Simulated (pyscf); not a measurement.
Single points on ωB97X-D3(BJ)/def2-SVP structures (PySCF, gas phase).

Question: How much does it cost (ΔH, 298 K, ωB97M-D3(BJ)/def2-TZVP) to split `[ZnH][CH2][SeH]` at its C–Zn bond into ZnH• + •H₂C–SeH?

Answer: C–Zn to ZnH• + •H₂C–SeH: 273.8 kJ/mol. The 7 functionals that were run give +254.3 (B3LYP-D3(BJ)) to +290.9 kJ/mol (ωB97X-D3(BJ)/def2-TZVP). HZn–CH₂–SeH lies 165.8 kJ/mol over its isomer H₃C–Zn–SeH (electronic energy, ωB97M-D3(BJ)/def2-TZVP). •H₂C–SeH lies 96.2 kJ/mol over its isomer H₃C–Se• (electronic energy, ωB97M-D3(BJ)/def2-TZVP). Elements up to Kr have no core potential and no relativistic terms here.
